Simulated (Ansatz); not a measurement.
CH₄F₂Si, SMILES `FC[SiH2]F` at its PBE0-D4/def2-TZVP geometry, where that method's forces vanish. Total charge 0; spin multiplicity 1.

```
atom    x (Å)    y (Å)    z (Å)
  F1  -0.0255  -1.5844   1.1228
  C2   0.5504  -0.3936   0.7000
 Si3  -0.4893   0.4346  -0.6317
  F4  -0.4235  -0.4202  -1.9807
  H5   1.5618  -0.6091   0.3370
  H6   0.6468   0.2719   1.5670
  H7   0.0855   1.7763  -0.9031
  H8  -1.9062   0.5245  -0.2113
```

(1) For each bond, give half the difference of the two atoms' forces along it (eV/Å; positive pushes the atoms apart) under PBE-D4, r2SCAN-D4, B3LYP-D4, ωB97M-V in def2-TZVPP. (An estimate is asked.)

Results:

(1) Ansatz gave: 
| bond | length (Å) | PBE-D4 | r2SCAN-D4 | B3LYP-D4 | ωB97M-V |
| --- | --- | --- | --- | --- | --- |
| F1–C2 | 1.389 | 0.51 | 0.39 | 0.43 | 0.32 |
| C2–Si3 | 1.882 | -0.15 | -0.08 | 0.01 | -0.05 |
| C2–H5 | 1.096 | 0.09 | -0.04 | -0.13 | -0.12 |
| C2–H6 | 1.097 | 0.08 | -0.06 | -0.12 | -0.11 |
| Si3–F4 | 1.598 | 0.53 | 0.03 | 0.20 | 0.19 |
| Si3–H7 | 1.485 | 0.01 | -0.03 | -0.11 | -0.15 |
| Si3–H8 | 1.481 | 0.03 | -0.02 | -0.12 | -0.16 |

B3LYP here is the variant with VWN-RPA as its local correlation; programs differ in this.
